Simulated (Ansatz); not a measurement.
Molecule: sum formula GeH₃Te₄, charge -1, multiplicity 1. It need not be the lowest isomer of its formula. Whether it binds its extra electron was not tested at this geometry. 
Geometry from a B3LYP-D3(BJ)/def2-TZVP (Ansatz, a quantum-chemistry and plane-wave program) optimisation:
SMILES: [Te-][Ge]([TeH])([TeH])[TeH]
```xyz
8

Te     0.3000     2.1150    -1.7628
Ge     0.0335     0.2365    -0.1971
Te    -1.8224     0.3833     1.7003
Te    -0.5848    -2.1671    -1.1491
Te     2.0866    -0.4770     1.3333
H     -1.4501     1.9598     2.0927
H     -1.7380    -1.5743    -2.1964
H      3.1906    -0.3682     0.0892
```
Charge -1, spin multiplicity 1.

Basis-set convergence of Hartree-Fock and CCSD correlation energies (hartree) with Ansatz. Valence correlation only, unless marked. No spin-orbit coupling. The frozen core is the preceding noble-gas configuration, with the filled d and f shells of earlier blocks. In def2 rows, elements after Kr have scalar-relativistic effective core potentials. This anion needs diffuse functions, which these sets lack.

```tsv
basis	functions	E(HF)	E(corr, CCSD)
def2-SVP	151	-3144.99411	-0.54731
def2-TZVPP	290	-3145.30582	-0.71660
def2-QZVPP	507	___	___
```

**Question.** Some entries are withheld; supply them.

**Answer.** 
- def2-QZVPP, E(HF): -3145.35463
- def2-QZVPP, E(corr, CCSD): -0.77998
